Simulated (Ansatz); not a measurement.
Geometry optimisation, Ansatz, RKS B3LYP-D4/cc-pVDZ.

input.yaml

```yaml
crystal:
  periodic: [false, false, false]
  atoms:
    - { symbol: O, position_ang: [-1.7503, -0.697, 1.378] }
    - { symbol: C, position_ang: [-1.7912, -0.1616, 0.2501] }
    - { symbol: Si, position_ang: [-0.3247, 0.7364, -0.3616] }
    - { symbol: B, position_ang: [1.2926, -0.4717, -0.3987] }
    - { symbol: O, position_ang: [1.6678, -1.1468, 0.8117] }
    - { symbol: H, position_ang: [-2.6589, -0.2291, -0.39] }
    - { symbol: H, position_ang: [0.0344, 1.8551, 0.563] }
    - { symbol: H, position_ang: [-0.5028, 1.2702, -1.7075] }
    - { symbol: H, position_ang: [1.7717, -0.6833, -1.3757] }
    - { symbol: H, position_ang: [2.26395, -0.05314, 0.10149] }
basis:
  gaussian: { orbitals: cc-pVDZ }
hamiltonian:
  xc: b3lyp
  dispersion: d4
relax:
  f_tol: 0.02
  max_steps: 50
output:
  orbitals: {}
```

Run as:

```bash
$ ansatz run input.yaml --threads 2 --pin off --max-ram 3072MiB --backend cpu --events-out ev --progress --plain --runs-dir out
```

**Question.** Where does it end, and by what steps?

**Answer.** The forces met the threshold. The force dipped under the threshold on the way, but the program's further checks kept it going. After 36 steps the energy has fallen by 4.408 eV; O5 moved furthest, 1.15 Å. Parted: B4–H10. Joined: O5–H10.

```csv
step,energy less start (eV),largest force component (eV/Å),accepted
0,0.0000,5.373,yes
2,-2.5345,3.722,yes
4,-3.4755,1.306,yes
6,-3.9313,1.104,yes
8,-4.3169,0.574,yes
10,-4.3910,0.230,yes
12,-4.3965,0.080,yes
14,-4.3993,0.029,yes
16,-4.4009,0.108,yes
18,-4.4021,0.192,yes
20,-4.3952,0.488,no
22,-4.4037,0.586,no
24,-4.4070,0.144,yes
26,-4.4065,0.195,no
28,-4.4079,0.043,yes
30,-4.4082,0.079,yes
32,-4.4081,0.042,no
34,-4.4084,0.019,yes
36,-4.4084,0.006,yes
```

```xyz
10
Properties=species:S:1:pos:R:3
O -2.288 -0.348 1.321
C -1.897 -0.204 0.182
Si -0.346 0.893 -0.263
B 1.257 -0.352 -0.422
O 2.263 -0.226 0.474
H -2.421 -0.741 -0.664
H -0.211 1.950 0.785
H -0.631 1.518 -1.600
H 1.300 -1.203 -1.284
H 2.977 -0.868 0.343
```

Run time: 89 s on 2 threads of Intel(R) Xeon(R) Platinum 8488C (Sapphire Rapids), on a shared host, peak memory 0.23 GiB.
